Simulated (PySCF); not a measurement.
## Dipole moment and polarisability of `CC/C(=C/[SiH3])C(=O)Cl`

C5H9ClOSi.
Cartesian coordinates in Å at the GFN2-xTB level; atoms count from 1:
```
atom  x, y, z in Å
C1    -2.3400    0.1109    0.6624
C2    -1.4782   -0.0470   -0.5923
C3    -0.0259   -0.1737   -0.2331
C4     0.8471    0.8450   -0.2662
Si5    2.6673    0.7058    0.2329
C6     0.5213   -1.4415    0.2211
O7     1.6526   -1.6242    0.5732
Cl8   -0.5866   -2.8109    0.2312
H9    -2.0302    0.9879    1.2265
H10   -3.3846    0.2273    0.3849
H11   -2.2491   -0.7618    1.3035
H12   -1.8050   -0.9280   -1.1460
H13   -1.6094    0.8292   -1.2300
H14    0.4764    1.8046   -0.6002
H15    3.3765   -0.1944   -0.6685
H16    3.1776    2.0702    0.0076
H17    2.7831    0.4129    1.6561
```

Level: B3LYP/def2-SVPD (PySCF), static field, nuclei fixed, core orbitals frozen in the response. The polarisability tensor in these axes (au):

```
x   125.88  18.53   2.12
y    18.53 115.45  -3.76
z     2.12  -3.76  79.40
```

Task: Diagonalise the tensor; give its mean and Δα, where Δα² is half the sum of the squared differences of the eigenvalues.

Result: Principal values 78.59, 102.21 and 139.92 au; mean 106.91 au = 15.84 Å³ = 17.63 × 10⁻⁴⁰ C²·m²/J; Δα = 53.58 au (50 % of the mean).

Task: What is the dipole moment, and where does it point?

Result: (-2.17, 1.72, -0.84) D, 2.90 D in size, pointing from the negative to the positive side. Measured along this direction, the outermost atoms are H15 and O7 at the negative end and H10 at the positive end.

Task: Sum over states: ᾱ = Σ f/ω², ω in Eh. What share falls to these 8 lowest TDDFT singlets (eV, f)? 4.15, 0.0001; 5.07, 0.1786; 5.09, 0.0317; 5.41, 0.0046; 5.71, 0.0117; 5.79, 0.0122; 6.33, 0.0246; 6.55, 0.0059.

Result: They add up to 7.26 au, 6.8 % of the 106.91 au; the largest single term is 5.14 au, from the state at 5.07 eV. Terms in order: 0.00, 5.14, 0.91, 0.12, 0.27, 0.27, 0.45, 0.10 au. Higher excitations give the rest. The strengths listed sum to 0.269.

Task: What molar refraction does this α imply?

Result: Lorentz–Lorenz: R = (4π/3)N_A α = 2.5225 cm³/(mol·Å³) × 15.84 Å³ = 40.0 cm³/mol, in the limit of long wavelengths.

Task: Refractivity n − 1 of an ideal gas of it at 273.15 K and 1 atm, from the electronic α?

Result: N = p/kT = 2.6868 × 10¹⁹ cm⁻³, so n − 1 = 2π × N × 15.84 × 10⁻²⁴ cm³ = 2674 × 10⁻⁶ at long wavelengths.

Task: Directions of the eigenvectors, and the extent of the frame along each?

Result: Largest value along (0.80, 0.60, -0.01), where the nuclei span 6.34 Å; middle along (-0.60, 0.78, -0.18), 4.48 Å; least along (-0.10, 0.15, 0.98), 2.65 Å. The response follows the extents in order.

One conformer (not necessarily the lowest) at the GFN2-xTB geometry, without solvent, vibrations or thermal averaging.

These values come from a run that also computed excited states. The run took about 2.7 min of CPU time (grids of density and orbitals included) (one thread, shared machine).
